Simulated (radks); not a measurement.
Ionisation of the titanium ion Ti8+, [Ne] 3s2 3p2, to [Ne] 3s2 3p1 as the strength of local exchange is varied. Method: Dirac Kohn-Sham, Slater X-alpha exchange (alpha = 2/3 is LDA exchange), no correlation, spin-unpolarised, spherical densities, point nucleus; open shells are shared between the two j in proportion to 2j + 1; computed with a radial shooting solver on a logarithmic mesh with Libxc functionals.

alpha  E(Ti8+) (hartree)  exchange (hartree)  IE (eV)  -e of the level emptied (eV)  <r> of it (bohr)
0.61          -824.64776           -30.85030   187.08                174.58 (3p3/2)            0.9217
0.667         -827.53407           -33.81669   189.01                176.51 (3p3/2)            0.9171
0.725         -830.47835           -36.84982   190.98                178.47 (3p3/2)            0.9124
0.78          -833.27719           -39.73974   192.87                180.35 (3p3/2)            0.9081
0.811         -834.85764           -41.37447   193.93                181.42 (3p3/2)            0.9057
0.824         -835.52105           -42.06127   194.38                181.86 (3p3/2)            0.9046
0.895         -839.15080           -45.82535   196.84                184.31 (3p3/2)            0.8991
0.935         -841.20063           -47.95574   198.23                185.70 (3p3/2)            0.8961

NIST Atomic Spectra Database: 192.1 +/- 0.4 eV (semi-empirical). The Delta-SCF value meets it near alpha = 0.76. Spin polarisation and multiplet splitting are left out, so open shells lie too high by an amount that depends on their filling.

Beside tabulated values, note that spin-unpolarised runs miss the spin-polarisation part of the exchange energy of open shells.
